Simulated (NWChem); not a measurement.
System: InH, singlet; SMILES [InH]

NWChem input:

```
start job
memory heap 200 mb stack 700 mb global 900 mb
geometry units angstroms noautosym nocenter noautoz
  In     0.000000     0.000000    -0.020885
  H      0.000000     0.000000    -1.870557
end
basis spherical
  * library def2-svpd
end
ecp
  In library def2-ecp
end
dft
  xc b3lyp
  iterations 150
end
property
  response 1 0.0
end
task dft property
```

Low-valent species are run as closed-shell singlets; no triplet was tried in these runs. The geometry was optimised at PBE0-D3(BJ)/def2-TZVP. def2 effective core potentials on In; no spin-orbit coupling.

Static field.

**Question.** Give the results of this calculation. (B3LYP/def2-SVPD with def2 effective core potentials on In.) Quantities: basis functions; isotropic polarisability (bohr³); anisotropy (bohr³).

**Answer.** 
```yaml
number_of_basis_functions: 40
isotropic polarisability (bohr³): 50.6
anisotropy (bohr³): 20.1
```
